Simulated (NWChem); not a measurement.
System: CH$_{2}$N, doublet; SMILES C=[N]

Here is an NWChem input.

```
start job
memory heap 200 mb stack 900 mb global 1100 mb
geometry units angstroms
  C      0.000000     0.000000     0.501291
  N      0.000000     0.000000    -0.749409
  H      0.000000    -0.947957     1.098623
  H      0.000000     0.947957     1.098623
end
basis spherical
  * library def2-tzvp
end
dft
  odft
  mult 2
  xc becke88 perdew86
  iterations 150
end
driver
  maxiter 120
end
task dft optimize
task dft freq
```

In the optimisation the excess spin sits in b2 (C2v, its own frame). No stability test was run on the SCF state.

The level has its own optimisation; frequencies are unscaled.

Q: Predict the main results of this run. (BP86/def2-TZVP, spin-unrestricted.) Quantities: r C–N (Å); r C–H (Å); highest harmonic frequency (cm⁻¹); lowest (cm⁻¹); zero-point energy (kcal/mol); dipole (D).

A: 
```yaml
r C–N (Å): 1.246
r C–H (Å): 1.109
highest harmonic frequency (cm⁻¹): 2912
lowest (cm⁻¹): 885
zero-point energy (kcal/mol): 15.2
dipole (D): 2.47
```
